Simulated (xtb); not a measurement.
C2H4BBrO, SMILES C=CB(Br)O. All values are semi-empirical tight-binding results from xtb (GFN2-xTB unless named), good for trends rather than for accurate numbers. The structure is a stationary point at GFN2-xTB. Other conformers were not sampled.

```
Item                                             Value
---------------------------------------  -------------
point group as xtb finds it                         Cs
orbital gap                                    3.71 eV
zero-point energy                        37.7 kcal/mol
G − E(el) at 298.15 K (modified RRHO)    18.2 kcal/mol
static polarisability (D4 model)            62.1 bohr³
solvation energy, GFN2-xTB/ALPB(water)   -5.2 kcal/mol
solvation energy, GFN2-xTB/ALPB(hexane)  -4.8 kcal/mol
```
